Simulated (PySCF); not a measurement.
Spinor energies of Sn³⁹⁺ (tin, charge +39)

Start: [Ne] 3s1; 3s1/2 filled at m_j = +1/2. Calculated with PySCF 2.14 in an uncontracted even-tempered set (18 s from 8.1 bohr⁻², ratio 2.4; 13 p from 11 bohr⁻², ratio 2.4; 4 d from 34 bohr⁻², ratio 2.6; 4 f from 51 bohr⁻², ratio 2.6): generalised Hartree-Fock with the X2C-1e Hamiltonian and a Gaussian nucleus; one run each with spin-orbit coupling (SO) switched off, then screened by Boettger's factors.

| spinor shell | electrons | ε, spin-free (eV) | ε, screened SO (eV) | weight of nominal j (screened SO) | rms radius, screened SO (bohr) |
| --- | --- | --- | --- | --- | --- |
| 1s1/2 | 2 | -31820.1 | -31818.3 | 1.000 | 0.0332 |
| 2s1/2 | 2 | -6837.9 | -6837.4 | 1.000 | 0.133 |
| 2p1/2 | 2 | -6391.2 | -6557.5 | 1.000 | 0.115 |
| 2p3/2 | 4 | -6391.2 | -6315.8 | 1.000 | 0.119 |
| 3s1/2 | 1 | -2762.7 | -2762.6 | 1.000 | 0.318 |

```
   quantity    spin-free  screened SO
E (hartree)  -4814.75497  -4815.97949
        M_J          1/2          1/2
       ⟨J²⟩        0.750        0.750
       ⟨L²⟩        0.000        0.006
       ⟨S²⟩        0.750        0.756
```

Each row is a mean over spinors that exchange with the open shell spreads, by up to 9.408 eV (2s1/2).

Breit and QED terms are absent; they matter most for the inner s and p1/2 levels.

Densities and radii are taken from the X2C orbitals without a picture-change correction, which distorts them close to the nucleus.

Without spin-orbit coupling the j labels of p, d and f shells carry no meaning; the spin-free column gives the mean over the occupied spinors of each nl shell.
